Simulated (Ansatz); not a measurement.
C₂H₆ClGeN, SMILES `N/C(Cl)=[CH]/[GeH3]`. Charge 0, multiplicity 1. Correlated methods include outer-core shells of Ge, which these sets cover unevenly. Scalar relativity is left out up to krypton.

Z-matrix (Å, degrees):
```
Ge
C 1 1.926
H 1 1.539 2 107.6
H 1 1.539 2 111.6 3 119.4
H 1 1.539 2 111.4 3 -119.2
C 2 1.334 1 125.1 3 -178.4
H 2 1.087 1 118.4 3 0.5
Cl 6 1.737 2 120.8 1 -2.0
N 6 1.374 2 127.6 1 174.6
H 9 1.008 6 114.7 2 16.3
H 9 1.007 6 115.9 2 152.5
```

(1) Give the diagnostics of a CCSD(T)/def2-TZVPP run (frozen core, Ansatz 0.2.0). (Estimate.)

Answers

(1) Computed: T1 = 0.0116, largest single amplitude 0.020, largest double 0.048, (T) share of the correlation energy 4.2 %, 9 CCSD cycles. The RHF solution is stable towards an unrestricted one. T1 lies under the customary mark of 0.02 for closed shells.
